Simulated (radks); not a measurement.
Results of a calculation; reference values are marked as such.
Task: Species: K III. Configuration: [Ne] 3s2 3p5. Code: a radial shooting solver on a logarithmic mesh with Libxc functionals. Model: non-relativistic Kohn-Sham, r2SCAN, spin-polarised, spherical densities, point nucleus; open shells are filled with parallel spins first; meta-GGA in the generalised Kohn-Sham scheme. Some entries of the table are withheld. Estimate them.

| orbital | occ. | eigenvalue (eV) | r(max) (bohr) | <1/r> (bohr^-1) |
|---|---|---|---|---|
| 1s up | 1 | -3545.596 | 0.05353 | 18.54 |
| 1s down | 1 | -3545.222 | 0.05353 | 18.54 |
| 2s up | 1 | -379.9291 | 0.3196 | 3.785 |
| 2s down | 1 | -379.7672 | 0.3197 | 3.783 |
| 2p up | 3 | (1) | 0.2634 | 3.695 |
| 2p down | 3 | (2) | 0.2636 | 3.693 |
| 3s up | 1 | -58.1054 | 1.070 | 1.117 |
| 3s down | 1 | -56.4020 | 1.072 | 1.111 |
| 3p up | 3 | -40.4889 | 1.132 | 1.003 |
| 3p down | 2 | -38.8767 | 1.136 | 0.9959 |

Result: 
(1) 2p up eigenvalue (eV): -307.2865
(2) 2p down eigenvalue (eV): -306.9064
